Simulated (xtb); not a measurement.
xtb input for C₅H₆O₂, SMILES C#C[C@H](C)C(=O)O, GFN2-xTB. 

```
$ xtb mol.xyz --gfn 2 --ohess tight --chrg 0 --uhf 0 --json
$ cat mol.xyz
13

C     -0.78420000    -2.24890000    -0.86410000
C     -0.60160000    -1.15790000    -0.43670000
C     -0.41940000     0.24460000     0.11390000
C     -0.13330000     1.12600000    -1.08600000
C      0.79340000     0.29920000     1.07350000
O      1.84960000     0.82160000     0.93370000
O      0.45400000    -0.40080000     2.19860000
H     -0.89910000    -3.25900000    -1.19610000
H     -1.27770000     0.57180000     0.57150000
H     -0.00060000     2.22640000    -0.68390000
H     -1.01060000     1.18350000    -1.80310000
H      0.75870000     0.91370000    -1.62750000
H      1.29340000    -0.29720000     2.78010000
```

Program output:

```
[...]
        16        2.0000           -0.4579879             -12.4625
        17        2.0000           -0.4402624             -11.9801
        18        2.0000           -0.4188035             -11.3962
        19        2.0000           -0.4096758             -11.1478 (HOMO)
        20                         -0.2412379              -6.5644 (LUMO)
        21                         -0.1606165              -4.3706
        22                         -0.1549972              -4.2177
        23                          0.0418427               1.1386
        24                          0.0571142               1.5542
        25                          0.1335189               3.6332
        26                          0.1472292               4.0063
        27                          0.1530206               4.1639
        28                          0.1761773               4.7940
        29                          0.2259026               6.1471
        30                          0.2388000               6.4981
       ...                                ...                  ...
        34                          1.4251574              38.7805
      -------------------------------------------------------------
                  HL-Gap            0.1684379 Eh            4.5834 eV
             Fermi-level           -0.3254568 Eh           -8.8561 eV

     #   Z          covCN         q      C6AA      α(0)
     1   6 C        1.909    -0.102    33.940     9.409
     2   6 C        1.989    -0.015    31.444     9.056
     3   6 C        3.855    -0.018    20.855     6.495
     4   6 C        3.760    -0.102    22.492     6.761
     5   6 C        2.710     0.369    20.750     7.456
     6   8 O        0.856    -0.401    21.703     6.246
     7   8 O        1.660    -0.378    20.419     6.100
     8   1 H        0.928     0.085     1.925     2.170
     9   1 H        0.924     0.075     2.031     2.229
    10   1 H        0.925     0.046     2.374     2.409
    11   1 H        0.925     0.050     2.324     2.384
    12   1 H        0.925     0.062     2.170     2.304
    13   1 H        0.804     0.329     0.641     1.257

 Mol. C6AA /au·bohr⁶  :       1806.119209
 Mol. C8AA /au·bohr⁸  :      42036.816241
 Mol. α(0) /au        :         64.275467


Wiberg/Mayer (AO) data.
largest (>0.10) Wiberg bond orders for each atom

 ---------------------------------------------------------------------------
     #   Z sym  total        # sym  WBO       # sym  WBO       # sym  WBO
 ---------------------------------------------------------------------------
     1   6 C    3.974 --     2 C    2.891     8 H    0.969
     2   6 C    3.977 --     1 C    2.891     3 C    1.017
     3   6 C    3.994 --     2 C    1.017     4 C    0.987     9 H    0.940
                             5 C    0.935
     4   6 C    3.991 --     3 C    0.987    11 H    0.986    10 H    0.985
                            12 H    0.985
     5   6 C    3.909 --     6 O    1.778     7 O    1.132     3 C    0.935
     6   8 O    2.055 --     5 C    1.778     7 O    0.173
     7   8 O    2.200 --     5 C    1.132    13 H    0.866     6 O    0.173
     8   1 H    0.992 --     1 C    0.969
     9   1 H    0.994 --     3 C    0.940
    10   1 H    0.998 --     4 C    0.985
    11   1 H    0.997 --     4 C    0.986
    12   1 H    0.996 --     4 C    0.985
    13   1 H    0.892 --     7 O    0.866
 ---------------------------------------------------------------------------

Topologies differ in total number of bonds
Writing topology from bond orders to xtbtopo.mol

molecular dipole:
                 x           y           z       tot (Debye)
 q only:       -0.595      -0.025       0.180
   full:       -0.565      -0.071       0.342       1.689
molecular quadrupole (traceless):
                xx          xy          yy          xz          yz          zz
 q only:       -5.371      -1.807       0.884       2.416      -0.629       4.487
  q+dip:       -7.458      -2.153       3.692       4.105       1.802       3.766
   full:       -7.030      -2.513       2.502       3.981       0.663       4.529

           -------------------------------------------------
          |                Geometry Summary                 |
           -------------------------------------------------

      molecular mass/u    :       98.1001338
   center of mass at/Å    :        0.2363409      -0.1490912       0.3159376
  moments of inertia/u·Å² :        0.1401745E+03   0.2225821E+03   0.2911675E+03
rotational constants/cm⁻¹ :        0.1202617E+00   0.7573668E-01   0.5789668E-01

 * 10 selected distances

     #   Z          #   Z                                           value/Å
     1   6 C        2   6 C                                       1.1963689
     3   6 C        4   6 C                                       1.5284133 (max)
     5   6 C        6   8 O                                       1.1988775
     5   6 C        7   8 O                                       1.3382398
     1   6 C        8   1 H                                       1.0488491
     3   6 C        9   1 H                                       1.0951312
     4   6 C       10   1 H                                       1.0873685
     4   6 C       11   1 H                                       1.0869448
     4   6 C       12   1 H                                       1.0870813
     7   8 O       13   1 H                                       0.9703334 (min)

 * 4 distinct bonds (by element types)

   Z      Z             #   av. dist./Å        max./Å        min./Å
   1 H    6 C           5     1.0810750     1.0951312     1.0488491
   6 C    6 C           2     1.3623911     1.5284133     1.1963689
   1 H    8 O           1     0.9703334     0.9703334     0.9703334
   6 C    8 O           2     1.2685587     1.3382398     1.1988775

           -------------------------------------------------
          |               Frequency Printout                |
           -------------------------------------------------
 projected vibrational frequencies (cm⁻¹)
eigval :       -0.00    -0.00    -0.00     0.00     0.00     0.00
eigval :       38.26   116.01   167.39   191.00   229.38   354.23
eigval :      389.71   494.26   591.58   609.40   660.81   666.34
eigval :      720.86   828.05   923.79  1033.40  1095.56  1098.57
eigval :     1139.30  1194.27  1246.42  1281.05  1403.18  1481.25
eigval :     1487.37  1801.29  2288.85  2934.79  3043.11  3048.68
eigval :     3055.58  3398.41  3443.48
 reduced masses (amu)
   1: 13.26   2: 12.32   3: 12.95   4: 11.78   5: 11.66   6: 11.61   7: 14.07   8: 11.54
   9:  1.89  10:  9.53  11: 10.78  12: 12.09  13: 12.28  14: 10.63  15:  8.67  16:  5.50
  17:  4.39  18:  2.92  19: 10.70  20:  9.11  21:  7.34  22:  4.55  23:  4.35  24: 10.69
  25:  9.18  26:  5.25  27:  6.62  28:  6.91  29:  3.01  30:  1.53  31:  1.58  32: 13.30
  33: 11.02  34:  1.75  35:  1.82  36:  1.72  37:  1.63  38:  2.55  39:  1.85
 IR intensities (km·mol⁻¹)
   1:  0.32   2:  0.31   3:  0.06   4:  0.33   5:  0.26   6:  0.22   7:  2.25   8:  0.05
   9:  0.04  10:  0.35  11:  3.59  12:  1.25  13:  5.92  14:  7.92  15: 51.26  16: 51.12
  17: 73.06  18: 21.77  19:103.13  20: 10.51  21: 14.74  22: 14.95  23: 18.08  24:121.80
  25:175.34  26: 19.51  27: 48.42  28: 71.49  29:  3.48  30:  2.50  31:  6.78  32:479.89
  33: 10.42  34: 16.25  35: 27.93  36: 22.77  37: 10.75  38:  9.46  39: 26.97
 Raman intensities (Ä⁴*amu⁻¹)
Molecule has no symmetry elements
It seems to be the C1 point group
   1:  0.00   2:  0.00   3:  0.00   4:  0.00   5:  0.00   6:  0.00   7:  0.00   8:  0.00
   9:  0.00  10:  0.00  11:  0.00  12:  0.00  13:  0.00  14:  0.00  15:  0.00  16:  0.00
  17:  0.00  18:  0.00  19:  0.00  20:  0.00  21:  0.00  22:  0.00  23:  0.00  24:  0.00
  25:  0.00  26:  0.00  27:  0.00  28:  0.00  29:  0.00  30:  0.00  31:  0.00  32:  0.00
  33:  0.00  34:  0.00  35:  0.00  36:  0.00  37:  0.00  38:  0.00  39:  0.00
 output can be read by thermo (or use thermo option).
 writing <g98.out> molden fake output.
 recommended (thermochemical) frequency scaling factor: 1.0
           -------------------------------------------------
          |             Thermodynamic Functions             |
           -------------------------------------------------

c1  symmetry found (for desy threshold:  0.10E+00) used in thermo

          ...................................................
          :                      SETUP                      :
          :.................................................:
          :  # frequencies                          33      :
          :  # imaginary freq.                       0      :
          :  linear?                             false      :
          :  only rotor calc.                    false      :
          :  symmetry                               c1      :
          :  rotational number                       1      :
          :  scaling factor                  1.0000000      :
          :  rotor cutoff                   50.0000000 cm⁻¹ :
          :  imag. cutoff                  -20.0000000 cm⁻¹ :
          :.................................................:

    mode    ω/cm⁻¹     T·S(HO)/kcal·mol⁻¹    T·S(FR)/kcal·mol⁻¹   T·S(vib)
   ------------------------------------------------------------------------
       1     38.26    -1.59434 ( 25.52%)    -1.13527 ( 74.48%)    -1.25243
       2    116.01    -0.94388 ( 96.66%)    -0.80702 (  3.34%)    -0.93931
       3    167.39    -0.73482 ( 99.21%)    -0.69846 (  0.79%)    -0.73453
       4    191.00    -0.66134 ( 99.53%)    -0.65940 (  0.47%)    -0.66133
       5    229.38    -0.56166 ( 99.77%)    -0.60517 (  0.23%)    -0.56175
   ------------------------------------------------------------------------

   temp. (K)  partition function   enthalpy   heat capacity  entropy
                                   cal/mol     cal/K/mol   cal/K/mol   J/K/mol
 298.15  VIB   131.                 3225.830     20.707     19.351
         ROT  0.230E+06              888.752      2.981     27.517
         INT  0.302E+08             4114.582     23.688     46.868
         TR   0.940E+27             1481.254      4.968     39.643
         TOT                        5595.8364    28.6565    86.5108   361.9614

       T/K    H(0)-H(T)+PV         H(T)/Eh          T*S/Eh         G(T)/Eh
   ------------------------------------------------------------------------
    298.15    0.891753E-02    0.105639E+00    0.411041E-01    0.645345E-01
   ------------------------------------------------------------------------

         :::::::::::::::::::::::::::::::::::::::::::::::::::::
         ::                  THERMODYNAMIC                  ::
         :::::::::::::::::::::::::::::::::::::::::::::::::::::
         :: total free energy         -21.768749353482 Eh   ::
         ::.................................................::
         :: total energy              -21.833283829035 Eh   ::
         :: zero point energy           0.096721034852 Eh   ::
         :: G(RRHO) w/o ZPVE           -0.032186559299 Eh   ::
         :: G(RRHO) contrib.            0.064534475554 Eh   ::
         :::::::::::::::::::::::::::::::::::::::::::::::::::::

optimized geometry written to: xtbopt.xyz


           -------------------------------------------------
          | TOTAL ENERGY              -21.833283829035 Eh   |
          | TOTAL ENTHALPY            -21.727645261305 Eh   |
          | TOTAL FREE ENERGY         -21.768749353482 Eh   |
          | GRADIENT NORM               0.000155013959 Eh/α |
          | HOMO-LUMO GAP               4.583427281015 eV   |
Note: The following floating-point exceptions are signalling: IEEE_UNDERFLOW_FLAG IEEE_DENORMAL
normal termination of xtb
           -------------------------------------------------

------------------------------------------------------------------------
------------------------------------------------------------------------
 total:
 SCF:
 ANC optimizer:
 analytical hessian:
```

The run converged.

Cost: about 0.6 core-seconds (a rough figure).
